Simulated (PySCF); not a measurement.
Si(Cl)(F)2(NCO) (CClF2NOSi), SMILES O=C=N[Si](F)(F)Cl.

Geometry: B3LYP-D3(BJ)/def2-SVP. This is a generated structure with no PubChem entry under its InChIKey; it may be hypothetical. Other conformers were not sampled.

All values below come from PySCF with TDDFT-PBE/def2-SVPD.

Vertical excitations. The molecule is in vacuum. State labels are in the subgroup Cs.

Computed lowest excited states:
```json
[
 {"state": "S1", "symmetry": "A\"", "energy (eV)": "6.98", "λ (nm)": "178", "f": "0.000", "main pairs": "HOMO→LUMO+1 81 %, HOMO−1→LUMO 18 %"},
 {"state": "S2", "symmetry": "A'", "energy (eV)": "7.11", "λ (nm)": "174", "f": "0.010", "main pairs": "HOMO→LUMO 63 %, HOMO−1→LUMO+1 36 %"},
 {"state": "S3", "symmetry": "A\"", "energy (eV)": "7.11", "λ (nm)": "174", "f": "0.000", "main pairs": "HOMO−1→LUMO 82 %, HOMO→LUMO+1 18 %"},
 {"state": "S4", "symmetry": "A'", "energy (eV)": "7.26", "λ (nm)": "171", "f": "0.008", "main pairs": "HOMO→LUMO+2 91 %"},
 {"state": "S5", "symmetry": "A\"", "energy (eV)": "7.39", "λ (nm)": "168", "f": "0.000", "main pairs": "HOMO−1→LUMO+2 99 %"},
 {"state": "S6", "symmetry": "A\"", "energy (eV)": "7.63", "λ (nm)": "162", "f": "0.004", "main pairs": "HOMO−2→LUMO 94 %"},
 {"state": "S7", "symmetry": "A'", "energy (eV)": "7.71", "λ (nm)": "161", "f": "0.043", "main pairs": "HOMO−2→LUMO+1 88 %"},
 {"state": "S8", "symmetry": "A'", "energy (eV)": "7.82", "λ (nm)": "159", "f": "0.060", "main pairs": "HOMO−3→LUMO 76 %"},
 {"state": "S9", "symmetry": "A\"", "energy (eV)": "7.87", "λ (nm)": "158", "f": "0.001", "main pairs": "HOMO−3→LUMO+1 98 %"},
 {"state": "S10", "symmetry": "A\"", "energy (eV)": "7.94", "λ (nm)": "156", "f": "0.025", "main pairs": "HOMO−2→LUMO+2 93 %"},
 {"state": "T1", "symmetry": "A'", "energy (eV)": "6.39", "λ (nm)": "194", "f": "0", "main pairs": "HOMO→LUMO 67 %, HOMO−1→LUMO+1 25 %"},
 {"state": "T2", "symmetry": "A\"", "energy (eV)": "6.63", "λ (nm)": "187", "f": "0", "main pairs": "HOMO→LUMO+1 55 %, HOMO−1→LUMO 42 %"},
 {"state": "T3", "symmetry": "A'", "energy (eV)": "6.64", "λ (nm)": "187", "f": "0", "main pairs": "HOMO−1→LUMO+1 71 %, HOMO→LUMO 26 %"},
 {"state": "T4", "symmetry": "A\"", "energy (eV)": "6.96", "λ (nm)": "178", "f": "0", "main pairs": "HOMO−1→LUMO 57 %, HOMO→LUMO+1 42 %"}
]
```
Triplets are in the Tamm–Dancoff approximation, which puts them higher than full response would, so one can lie above its singlet here.
